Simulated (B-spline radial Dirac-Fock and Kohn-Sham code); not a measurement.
# What relativity does to the binding energies of Ce³⁸⁺

System: the Ce³⁸⁺ ion, [Ar] 3d2.

Both columns are ΔSCF binding energies of the configuration average from a radial atomic solver: non-relativistic Hartree-Fock with a point nucleus, and Dirac-Fock with a finite nucleus and the Coulomb interaction alone, averaged over the two j levels with weights 2j+1.

| shell | Hartree-Fock (eV) | Dirac-Fock (eV) | shift (eV) | shift (%) |
| --- | --- | --- | --- | --- |
| 1s | 40724.2 | 42694.5 | +1970.24 | +4.84 |
| 2s | 8081.1 | 8599.3 | +518.13 | +6.41 |
| 2p | 7752.5 | 7923.6 | +171.14 | +2.21 |
| 3s | 3017.8 | 3162.0 | +144.21 | +4.78 |
| 3p | 2879.5 | 2937.8 | +58.37 | +2.03 |
| 3d | 2687.8 | 2689.0 | +1.24 | +0.05 |

Relativity binds 1s, 2s, 2p, 3s, 3p, 3d more strongly, among those listed most of all 2s in relative terms.

Values without a named source are computed, but for edge energies of neutral atoms, which are taken from tables.
